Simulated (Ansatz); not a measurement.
F$_{3}$SeSi (`F[Si](F)(F)[Se]`) radical. The species carries charge 0 and has multiplicity 2. Geometry: relaxed with PBE0-D4/def2-TZVP.

```xyz
5

F     0.986   -0.897    0.924
Si    0.024    0.035    0.098
F     0.770    1.390   -0.191
F    -1.209    0.331    1.030
Se   -0.572   -0.859   -1.862
```

(1) What is the dipole moment at r2SCAN/def2-TZVPP? (Best estimate.)

(2) And with PBE, B3LYP, ωB97M-V? (Estimate.)

(3) Give the Mulliken charges with r2SCAN, ωB97M-V, B3LYP in def2-TZVPP. (Estimate.)

Results:

(1) Computed: 1.13 D, with components (-0.32, -0.48, -0.97) D in this frame, pointing from negative to positive charge.

(2) The calculation gave: PBE 1.15 D, B3LYP 1.27 D, ωB97M-V 1.22 D.

(3) Computed: 
| atom | r2SCAN | ωB97M-V | B3LYP |
| --- | --- | --- | --- |
| F1 | -0.28 | -0.27 | -0.28 |
| Si2 | 0.92 | 0.88 | 0.92 |
| F3 | -0.28 | -0.27 | -0.28 |
| F4 | -0.28 | -0.27 | -0.28 |
| Se5 | -0.09 | -0.07 | -0.08 |

B3LYP here is the variant with VWN-RPA as its local correlation; programs differ in this.
